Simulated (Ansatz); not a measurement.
Input and output for C$_{12}$H$_{16}$HfO$_{2}$ (`C[C@@]12[C@H]3[C@H]4[C@H]5[C@@H]1[Hf]45321678([OH])([OH])[C@@H]2[C@H]1[C@H]6[C@@]7(C)[C@@H]28`).

```yaml
crystal:
  periodic: [false, false, false]
  atoms:
    - {symbol: C, position_ang: [-2.227883, 2.362208, 1.602001]}
    - {symbol: C, position_ang: [-1.295319, 1.995188, 0.646946]}
    - {symbol: C, position_ang: [-0.052205, 2.256360, 1.427514]}
    - {symbol: C, position_ang: [1.205833, 2.450108, 0.297577]}
    - {symbol: C, position_ang: [0.290597, 2.280131, -1.141631]}
    - {symbol: C, position_ang: [-1.318597, 2.035102, -0.571825]}
    - {symbol: Hf, position_ang: [-0.013227, 0.065816, -0.089258]}
    - {symbol: O, position_ang: [-1.464470, -0.717321, -1.363240]}
    - {symbol: O, position_ang: [-0.598822, -0.537055, 1.530565]}
    - {symbol: C, position_ang: [2.269464, -0.517836, -1.231496]}
    - {symbol: C, position_ang: [2.361637, -0.976646, 0.232383]}
    - {symbol: C, position_ang: [1.358905, -1.803649, 0.834040]}
    - {symbol: C, position_ang: [0.890574, -2.095696, -0.622825]}
    - {symbol: C, position_ang: [0.117109, -3.309172, -1.096025]}
    - {symbol: C, position_ang: [1.345155, -1.248761, -1.541544]}
    - {symbol: H, position_ang: [-3.157996, 2.021363, 1.016377]}
    - {symbol: H, position_ang: [-2.631021, 3.039874, 2.230144]}
    - {symbol: H, position_ang: [-2.378332, 1.151298, 2.290217]}
    - {symbol: H, position_ang: [0.376501, 2.182958, 2.334048]}
    - {symbol: H, position_ang: [2.330777, 2.185269, 0.361222]}
    - {symbol: H, position_ang: [0.837989, 2.330249, -2.014587]}
    - {symbol: H, position_ang: [-1.849602, 2.091724, -1.176028]}
    - {symbol: H, position_ang: [-2.260213, -0.174333, -1.154905]}
    - {symbol: H, position_ang: [-0.580004, -1.544255, 2.085857]}
    - {symbol: H, position_ang: [2.905373, 0.370818, -1.293890]}
    - {symbol: H, position_ang: [2.911866, -0.303475, 1.166814]}
    - {symbol: H, position_ang: [1.240312, -2.523529, 1.545577]}
    - {symbol: H, position_ang: [0.266991, -4.204077, -1.626340]}
    - {symbol: H, position_ang: [-1.095934, -3.047311, -1.545345]}
    - {symbol: H, position_ang: [-0.501263, -3.668062, -0.239143]}
    - {symbol: H, position_ang: [0.838476, -1.306011, -2.486282]}
basis:
  gaussian: {orbitals: def2-TZVP, nuclear_model: gaussian}
hamiltonian: {xc: {name: BHLYP}, dispersion: d3bjatm}
output: {forces: true}
```

```sh
$ ansatz run in.yaml --threads 11 --pin off --events-out ev --progress --plain --max-ram 174080MiB --backend cuda --devices 0, --max-vram 75GiB
```

It prints (some lines left out):

```
Functional definition: BHLYP
4163 factors; their error is unknown
mean field evaluation 1: about -18057.4332 eV, gradient 1.1e2 eV
mean field evaluation 2: about -18040.5957 eV, gradient 1.4e2 eV
mean field evaluation 4: about -18083.4691 eV, gradient 9.7e0 eV
mean field evaluation 8: about -18083.6949 eV, gradient 3.8e-1 eV
mean field evaluation 16: about -18083.7706 eV, gradient 1.9e-3 eV
mean field -18083.77059813 eV, -664.5663118612 hartree, gradient 1.1e-5 eV, S^2 0.000000; 0 other end points of the search recorded, 0 dependent functions left out
reference -18083.77088159 eV, -664.5663222781 hartree; 58, 58 occupied and 512, 512 virtual orbitals, 4163 factors
Total energy: -18085.34955060 eV, -664.6243372943 hartree
Atom 0 at    -2.227883     2.362208     1.602001 Å, force    -8.395520   -10.286834     0.051959 eV/Å
Atom 1 at    -1.295319     1.995188     0.646946 Å, force     5.627144     4.881897    12.393010 eV/Å
Atom 2 at    -0.052205     2.256360     1.427514 Å, force     5.576907    -0.122384    -9.980738 eV/Å
Atom 3 at     1.205833     2.450108     0.297577 Å, force    -6.789587    -2.644638    -1.764120 eV/Å
Atom 4 at     0.290597     2.280131    -1.141631 Å, force    -0.702215    -0.190583     8.756746 eV/Å
Atom 5 at    -1.318597     2.035102    -0.571825 Å, force    20.768014     0.567900     3.911025 eV/Å
Atom 6 at    -0.013227     0.065816    -0.089258 Å, force     1.710370    -0.738524    -3.500805 eV/Å
Atom 7 at    -1.464470    -0.717321    -1.363240 Å, force    -0.832246     1.963529     1.295384 eV/Å
Atom 8 at    -0.598822    -0.537055     1.530565 Å, force    -2.464662    -6.373262     7.501211 eV/Å
Atom 9 at     2.269464    -0.517836    -1.231496 Å, force     9.172113     6.289609     9.937976 eV/Å
Atom 10 at     2.361637    -0.976646     0.232383 Å, force     2.450089     4.668938     6.710894 eV/Å
Atom 11 at     1.358905    -1.803649     0.834040 Å, force     2.759115     0.555451   -11.393234 eV/Å
Atom 12 at     0.890574    -2.095696    -0.622825 Å, force    -3.274716    -5.439625     3.217149 eV/Å
Atom 13 at     0.117109    -3.309172    -1.096025 Å, force    -7.596992     1.534035     2.103010 eV/Å
Atom 14 at     1.345155    -1.248761    -1.541544 Å, force    -7.339623    -5.260728    -8.278955 eV/Å
Atom 15 at    -3.157996     2.021363     1.016377 Å, force    -0.052114     1.152069     0.997122 eV/Å
Atom 16 at    -2.631021     3.039874     2.230144 Å, force     0.682712     3.075837     1.598345 eV/Å
Atom 17 at    -2.378332     1.151298     2.290217 Å, force     0.690255     3.696314    -1.151846 eV/Å
Atom 18 at     0.376501     2.182958     2.334048 Å, force    -0.289571    -0.513003     3.259960 eV/Å
Atom 19 at     2.330777     2.185269     0.361222 Å, force    -2.307859     1.134714     0.036960 eV/Å
Atom 20 at     0.837989     2.330249    -2.014587 Å, force    -0.037838    -0.101011    -2.004014 eV/Å
Atom 21 at    -1.849602     2.091724    -1.176028 Å, force   -15.671289     1.398112   -16.326643 eV/Å
Atom 22 at    -2.260213    -0.174333    -1.154905 Å, force     1.015830    -1.235512    -0.723914 eV/Å
Atom 23 at    -0.580004    -1.544255     2.085857 Å, force    -0.348712     5.579752    -2.998670 eV/Å
Atom 24 at     2.905373     0.370818    -1.293890 Å, force    -0.856791    -0.739841    -1.609100 eV/Å
Atom 25 at     2.911866    -0.303475     1.166814 Å, force    -0.743228    -1.542904    -3.340650 eV/Å
Atom 26 at     1.240312    -2.523529     1.545577 Å, force    -0.063775    -0.865592     2.048614 eV/Å
Atom 27 at     0.266991    -4.204077    -1.626340 Å, force     1.970689    -0.376861    -0.814165 eV/Å
Atom 28 at    -1.095934    -3.047311    -1.545345 Å, force     3.853614     0.239008     0.285901 eV/Å
Atom 29 at    -0.501263    -3.668062    -0.239143 Å, force     1.300245    -0.256168     0.233806 eV/Å
Atom 30 at     0.838476    -1.306011    -2.486282 Å, force     0.189642    -0.049696    -0.452217 eV/Å
Dipole moment:     0.072561     0.122809     0.398749 e Å
```

Run time 4.2 s (11 threads of an AMD EPYC 7R13 on a shared host and a whole NVIDIA H100 80 GB); peak host memory 2.7 GiB.
